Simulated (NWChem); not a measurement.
# C4H4O2; SMILES C1=COC(O1)=C

Computed with NWChem. Medium grid unless said otherwise, to which SCAN and Minnesota functionals are sensitive. Coordinates come from a B3LYP/6-31G* (spherical d) optimisation. B3LYP is NWChem's, with the RPA form of VWN correlation. Total energies of different functionals are on different scales.

```
level                   energy (Ha)  highest occupied level (eV)  orbital gap (eV)  dipole (D)  relative time
----------------------  -----------  ---------------------------  ----------------  ----------  -------------
PBE/def2-TZVP             -304.9880                        -4.67              3.94        2.16              1
B3LYP/def2-TZVP           -305.3387                        -5.60              5.62        2.21              1
r2SCAN/def2-TZVP          -305.1748                        -4.85              4.35        2.22              1
CAM-B3LYP/def2-TZVP       -305.2041                        -7.09              8.52        2.24             20
M06-2X/def2-TZVP          -305.2144                        -6.97              8.22        2.19              2
Hartree-Fock/def2-TZVP    -303.5773                        -8.33             12.49        2.34              1
```

Relative times are rough (shared machine, one core).
